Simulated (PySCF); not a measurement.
C7H8O, charge -1, quartet, geometry from GFN2-xTB of the parent state (a state made from the parent by changing its charge; the spin is typed, not shown lowest) (in this run its highest filled SCF level lies above zero, so its values depend strongly on the basis, on diffuse functions most of all); B3LYP/STO-3G (PySCF).

Input for PySCF:
```python
from pyscf import gto, scf, dft

mol = gto.M(
    atom='''
C    -2.85244637    0.12104586    0.40364234
C    -1.35653744    0.04384248    0.19780971
C    -0.51317418    0.69714256    1.07399337
C     0.92427427    0.64301766    0.86077453
C     1.40476273   -0.06894844   -0.22366714
O     2.79780312   -0.12966404   -0.44173020
C     0.57900027   -0.72601675   -1.10521236
C    -0.85612172   -0.66557300   -0.88207204
H    -3.33705407   -0.81257766    0.11131366
H    -3.09489473    0.32359776    1.44835031
H    -3.28751045    0.92314510   -0.20134839
H    -0.89948791    1.25305374    1.92222612
H     1.59857798    1.15407491    1.54432546
H     3.19369358    0.38431560    0.27066129
H     0.98402782   -1.27492021   -1.94397149
H    -1.51832279   -1.18043904   -1.56932591
''',
    basis='sto-3g',
    charge=-1,
    spin=3,
    verbose=4,
)

mf = dft.UKS(mol)
mf.xc = 'b3lyp'
mf.kernel()
```

It wrote (shortened):

```
PySCF version 2.14.0

[INPUT] verbose = 4
[INPUT] num. atoms = 16
[INPUT] num. electrons = 59
[INPUT] charge = -1
[INPUT] spin (= nelec alpha-beta = 2S) = 3
[INPUT] symmetry False subgroup None
[INPUT] Mole.unit = angstrom
[INPUT] Symbol           X                Y                Z      unit          X                Y                Z       unit  Magmom
[INPUT]  1 C     -2.852446370000   0.121045860000   0.403642340000 AA   -5.390342424310   0.228743523912   0.762773474879 Bohr   0.0
[INPUT]  2 C     -1.356537440000   0.043842480000   0.197809710000 AA   -2.563484239319   0.082850279822   0.373806176680 Bohr   0.0
[INPUT]  3 C     -0.513174180000   0.697142560000   1.073993370000 AA   -0.969758654398   1.317408508178   2.029553328899 Bohr   0.0
[INPUT]  4 C      0.924274270000   0.643017660000   0.860774530000 AA    1.746625234282   1.215127270659   1.626628116701 Bohr   0.0
[INPUT]  5 C      1.404762730000  -0.068948440000  -0.223667140000 AA    2.654616829696  -0.130293668316  -0.422669637665 Bohr   0.0
[INPUT]  6 O      2.797803120000  -0.129664040000  -0.441730200000 AA    5.287081647254  -0.245029523805  -0.834749098949 Bohr   0.0
[INPUT]  7 C      0.579000270000  -0.726016750000  -1.105212360000 AA    1.094151936349  -1.371972819347  -2.088548669884 Bohr   0.0
[INPUT]  8 C     -0.856121720000  -0.665573000000  -0.882072040000 AA   -1.617835580092  -1.257750685905  -1.666874577736 Bohr   0.0
[INPUT]  9 H     -3.337054070000  -0.812577660000   0.111313660000 AA   -6.306118255165  -1.535549232340   0.210352331323 Bohr   0.0
[INPUT] 10 H     -3.094894730000   0.323597760000   1.448350310000 AA   -5.848503424060   0.611511140923   2.736985418329 Bohr   0.0
[INPUT] 11 H     -3.287510450000   0.923145100000  -0.201348390000 AA   -6.212494382146   1.744491412234  -0.380493312722 Bohr   0.0
[INPUT] 12 H     -0.899487910000   1.253053740000   1.922226120000 AA   -1.699785802257   2.367928387962   3.632480916285 Bohr   0.0
[INPUT] 13 H      1.598577980000   1.154074910000   1.544325460000 AA    3.020874570960   2.180885507132   2.918352166593 Bohr   0.0
[INPUT] 14 H      3.193693580000   0.384315600000   0.270661290000 AA    6.035206191982   0.726251229398   0.511475710621 Bohr   0.0
[INPUT] 15 H      0.984027820000  -1.274920210000  -1.943971490000 AA    1.859543078753  -2.409250027573  -3.673573710063 Bohr   0.0
[INPUT] 16 H     -1.518322790000  -1.180439040000  -1.569325910000 AA   -2.869214241786  -2.230706492345  -2.965596170084 Bohr   0.0

nuclear repulsion = 340.38297786019
number of shells = 32
number of NR pGTOs = 144
number of NR cGTOs = 48
basis = sto-3g
ecp = {}

******** <class 'pyscf.dft.uks.UKS'> ********
method = UKS
initial guess = minao
damping factor = 0
level_shift factor = 0
DIIS = <class 'pyscf.scf.diis.CDIIS'>
diis_start_cycle = 1
diis_space = 8
diis_damp = 0
SCF conv_tol = 1e-09
SCF conv_tol_grad = None
SCF max_cycles = 50
direct_scf = True
direct_scf_tol = 1e-13
number electrons alpha = 31  beta = 28
XC library pyscf.dft.libxc version 7.1.2
    S. Lehtola, C. Steigemann, M. J. T. Oliveira, and M. A. L. Marques,  SoftwareX 7, 1–5 (2018)
XC functionals = b3lyp
    P. J. Stephens, F. J. Devlin, C. F. Chabalowski, and M. J. Frisch,  J. Phys. Chem. 98, 11623 (1994)
radial grids:
    Treutler-Ahlrichs [JCP 102, 346 (1995); DOI:10.1063/1.469408] (M4) radial grids

becke partition: Becke, JCP 88, 2547 (1988); DOI:10.1063/1.454033
pruning grids: <function nwchem_prune>
grids dens level: 3
symmetrized grids: False
atomic radii adjust function: <function treutler_atomic_radii_adjust>
small_rho_cutoff = 0
Set gradient conv threshold to 3.16228e-05
tot grids = 191376
init E= -343.706769440963

cycle= 1 E= -341.947839523257  delta_E= 1.76  |g|= 0.371  |ddm|= 4.09

cycle= 2 E= -341.979743696452  delta_E= -0.0319  |g|= 0.325  |ddm|= 1.02

cycle= 3 E= -342.031291879384  delta_E= -0.0515  |g|= 0.161  |ddm|= 0.666

cycle= 4 E= -342.049632933401  delta_E= -0.0183  |g|= 0.0411  |ddm|= 0.317

cycle= 5 E= -342.050774544725  delta_E= -0.00114  |g|= 0.0141  |ddm|= 0.0841

cycle= 6 E= -342.050919444866  delta_E= -0.000145  |g|= 0.00362  |ddm|= 0.0278

cycle= 7 E= -342.050930092827  delta_E= -1.06e-05  |g|= 0.00182  |ddm|= 0.0104

cycle= 8 E= -342.050933249593  delta_E= -3.16e-06  |g|= 0.000666  |ddm|= 0.00413

cycle= 9 E= -342.050934695951  delta_E= -1.45e-06  |g|= 0.000676  |ddm|= 0.00445

cycle= 10 E= -342.050936153549  delta_E= -1.46e-06  |g|= 0.000616  |ddm|= 0.00472

cycle= 11 E= -342.050938369496  delta_E= -2.22e-06  |g|= 0.000549  |ddm|= 0.00816

cycle= 12 E= -342.050941446221  delta_E= -3.08e-06  |g|= 0.000434  |ddm|= 0.0137

cycle= 13 E= -342.050943027545  delta_E= -1.58e-06  |g|= 0.000363  |ddm|= 0.00878

cycle= 14 E= -342.05094541437  delta_E= -2.39e-06  |g|= 0.00025  |ddm|= 0.0188

cycle= 15 E= -342.050945919341  delta_E= -5.05e-07  |g|= 0.000176  |ddm|= 0.0062

cycle= 16 E= -342.050946495646  delta_E= -5.76e-07  |g|= 6.31e-05  |ddm|= 0.0152

cycle= 17 E= -342.050946497842  delta_E= -2.2e-09  |g|= 4.23e-05  |ddm|= 0.00063

cycle= 18 E= -342.050946506351  delta_E= -8.51e-09  |g|= 7.41e-06  |ddm|= 0.00156

cycle= 19 E= -342.050946506777  delta_E= -4.26e-10  |g|= 3.67e-06  |ddm|= 0.000397

Extra cycle  E= -342.05094650678  delta_E= -3.18e-12  |g|= 3.78e-06  |ddm|= 1.12e-05
converged SCF energy = -342.05094650678  <S^2> = 3.7529745  2S+1 = 4.001487
```
